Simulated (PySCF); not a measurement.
## MCl cations for M along the fourth-period p block

CCSD(T) with double-zeta basis sets in PySCF, for the lowest determinant that a PBE0 search found; no spin–orbit coupling. De refers to high-spin ground-configuration atoms (the charge goes to the atom of lower measured ionisation energy or higher electron affinity, which is not always the lowest computed limit).

| M | basis | reference, frozen orbitals | charged atom | state (unpaired electrons) | Re (Å) | ωe (cm⁻¹) | De (eV) |
| --- | --- | --- | --- | --- | --- | --- | --- |
| Ga | cc-pVDZ-PP/cc-pV(D+d)Z | UHF, 9 | Ga+ | doublet (σ ↑) | 2.125 | 393 | 0.56 |
| Ge | def2-SVP | RHF, 14 | Ge+ | singlet (closed shell) | 2.076 | 506 | 4.28 |
| Se | x2c-SVPall | UHF, 14 | Se+ | triplet (π ↑↑) | 2.077 | 482 | 2.24 |
| Br | cc-pVDZ-PP/cc-pV(D+d)Z | UHF, 9 | Br+ | doublet (π ↑) | 2.087 | 479 | 2.35 |

(1) By what factor does the bond length vary along the series?

The rows differ in basis set, which adds steps of its own.

The state changes along the series, so neighbouring rows are not always alike in their bonding.

Correlated steps freeze the inner cores (9 to 14 orbitals); shallow outer-core shells are correlated. Correlated levels converge slowly with the basis: in double zeta they bind strong bonds too weakly, by up to about 1 eV, and carry superposition errors of some tenths. Spin–orbit coupling is left out. For an ion De counts to the pair picked by the measured ionisation energies or electron affinities, which need not be the lowest pair at this level. Where the molecule has an RHF reference, its open-shell atoms are computed with UHF. States were picked by a PBE0 search and need not be the measured ground states.

Answers

(1) At CCSD(T) it runs from 2.076 Å (GeCl⁺) to 2.125 Å (GaCl⁺), a factor of 1.02.
